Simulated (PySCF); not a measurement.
These 3 structures share the formula C5H5O3 (doublet state). Computed with PBE0-D3(BJ)/def2-SVP geometry optimisation, gas phase in PySCF 2.14.0. One conformer each; no zero-point energy, no entropy. No frequencies were run at this level. Point groups hold within 0.08 Å. The open-shell SCF solutions weren't tested for stability.

Question: Order them by energy at this level, lowest first, and give relative energies in kcal/mol.
A. `[O:1]=[C:2]([OH:3])[C@@H:4]1[CH:5][CH:6]=[CH:7][O:8]1` (doublet state) with O1–C2–O3–H 0°, O1–C2–C4–C5 -84°
B. `[O:1]=[C:2]([OH:3])[C@H:4]1[CH:5][O:6][CH:7]=[CH:8]1` (doublet state) with O1–C2–O3–H -1°, O1–C2–C4–C5 91°
C. `[O:1]=[C:2]([OH:3])[C:4]1[CH2:5][CH:6]=[CH:7][O:8]1` (doublet state) with O1–C2–O3–H 0°, O1–C2–C4–C5 -1°

Answer: C (0.0), A (1.8), B (13.2).

Neighbours under 5.0 kcal/mol apart (O=C(O)[C]1CC=CO1 and O=C(O)[C@@H]1[CH]C=CO1) can change places with a better method, another conformer or zero-point energy.

```json
{"SMILES": "O=C(O)[C]1CC=CO1", "E (Eh)": "-418.40263", "E rel (kcal/mol)": "0.0", "dipole (D)": "2.44", "point group": "Cs", "A, B, C (MHz)": "4929, 1608, 1221", "⟨S²⟩": "0.758"}
{"SMILES": "O=C(O)[C@@H]1[CH]C=CO1", "E (Eh)": "-418.39971", "E rel (kcal/mol)": "1.8", "dipole (D)": "1.74", "point group": "C1", "A, B, C (MHz)": "4511, 1695, 1475", "⟨S²⟩": "0.779"}
{"SMILES": "O=C(O)[C@H]1[CH]OC=C1", "E (Eh)": "-418.38161", "E rel (kcal/mol)": "13.2", "dipole (D)": "1.81", "point group": "C1", "A, B, C (MHz)": "4615, 1589, 1431", "⟨S²⟩": "0.757"}
```

Q: How do the relative energies change in single points at B3LYP/IGLO-III on C O, pcH-1 on H (no added dispersion term) on the same geometries?

A: 
```tsv
SMILES	PBE0-D3(BJ)/def2-SVP (kcal/mol)	B3LYP/IGLO-III on C O, pcH-1 on H (kcal/mol)	shift
O=C(O)[C]1CC=CO1	0.0	0.0	0.0
O=C(O)[C@@H]1[CH]C=CO1	1.8	2.0	+0.2
O=C(O)[C@H]1[CH]OC=C1	13.2	14.3	+1.1
```

Each column counts from its own lowest isomer. The order is unchanged; the largest shift is 1.1 kcal/mol.

Q: As an exercise, what shares would exp(−E/RT) give at 1000 K from these electronic energies alone (no entropy, no degeneracies)?

A: RT = 1.987 kcal/mol: O=C(O)[C]1CC=CO1 71.5 %, O=C(O)[C@@H]1[CH]C=CO1 28.4 %, O=C(O)[C@H]1[CH]OC=C1 0.1 %.
